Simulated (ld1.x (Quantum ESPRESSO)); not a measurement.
# Ranking TM potentials for tungsten (W)

All share these settings but for the change named:

* Element: W
* Generator: ld1.x (Quantum ESPRESSO) 7.5
* Type: norm-conserving Troullier–Martins (Kleinman–Bylander form)
* Functional: PBE
* Relativity: fully relativistic
* Frozen core: [Kr] 4d10 4f14 5s2
* Valence charge: 12
* Reference configuration: 5p6 5d4 6s1.5 6p0 (charge +0.5)
* Partial waves: 5p (bound): rc 1.45 bohr; 5d (bound): rc 2.45 bohr; 6s (bound): rc 2.60 bohr
* Local potential: the s channel
* Core correction: Bessel-smoothed model core inside 0.90 bohr

Open shells are filled in proportion to 2j + 1 (rel_dist='average').

Cutoff: the first of the cutoffs (Ry, on a coarse ladder) from which the occupation-weighted sum of valence levels, in a spherical-Bessel basis at the reference potential, stays within 10 and 1 mRy of its value at 400 Ry; the density cutoff is not measured.

The base gives 80 Ry.

Of 8 variants that were run, those that failed, showed a ghost or another fault, or gave nearly equal values are left out.

Rank these variants from softest to hardest (loose cutoff).
A. wave 5p (bound): rc 1.45 bohr becomes 5p (bound): rc 1.86 bohr
B. wave 5p (bound): rc 1.45 bohr becomes 5p (bound): rc 1.28 bohr
C. wave 5p (bound): rc 1.45 bohr becomes 5p (bound): rc 2.16 bohr
D. wave 5p (bound): rc 1.45 bohr becomes 5p (bound): rc 0.98 bohr
E. wave 5p (bound): rc 1.45 bohr becomes 5p (bound): rc 1.62 bohr

C (30 Ry), A (35 Ry), E (50 Ry), B (100 Ry), D (200 Ry).
